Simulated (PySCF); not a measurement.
B(SiH3)3 (BH9Si3), SMILES [SiH3]B([SiH3])[SiH3].

Geometry optimised at PBE0-D3(BJ)/def2-SVP.

These are PySCF with r2SCAN/def2-TZVP values and carry that method's errors.

Isolated molecule, no solvent.

- total energy: -898.60539 hartree
- point group: Cs
- highest occupied level: -7.11 eV
- lowest empty level: -3.86 eV
- orbital gap: 3.24 eV
- dipole moment: 0.09 D
- quadrupole, principal values (traceless, Buckingham form, about the centre of nuclear charge): -1.79, -1.64, 3.43 D·Å
- mean static polarisability: 106.5 bohr³ (15.79 Å³)
- polarisability, principal values: 84.0, 117.6, 118.0 bohr³
